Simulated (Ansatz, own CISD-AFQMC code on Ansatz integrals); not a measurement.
CH6OSi, SMILES `C[SiH2]O` (C–Si–O–H torsion 69°) (charge 0, multiplicity 1).

Cartesian coordinates (Å):
SMILES: O[SiH2]C
```xyz
9

C     -1.1691     0.0531     0.2244
Si     0.6147    -0.4241    -0.0585
O      1.5910     0.8911    -0.3056
H     -1.2831     0.6555     1.1288
H     -1.5597     0.6275    -0.6179
H     -1.7877    -0.8407     0.3417
H      1.0937    -1.2143     1.1065
H      0.7478    -1.2336    -1.2884
H      1.7524     1.4855     0.4305
```
Charge 0, multiplicity 1.

Frozen-core correlation energies in cc-pVDZ at a geometry from B3LYP-D3(BJ)/def2-TZVP, on an HF energy of -405.20344 Ha (<S^2> = 0.00). Wave-function levels are from Ansatz, the walk from an own CISD-AFQMC code on Ansatz integrals (time step 0.005/Ha, trial state from CCSD amplitudes, largest double 0.02).

```tsv
level	correlation energy (mHa)
MP2	-439.2
CCSD	-479.5
CCSD(T)	-490.2
```

### Question
What correlation energy does phaseless AFQMC give, and where does it lie among these levels?

### Answer
-491.9 ± 0.4 mHa (one standard error). AFQMC minus each level: MP2 -52.7 mHa, CCSD -12.4 mHa, CCSD(T) -1.7 mHa.
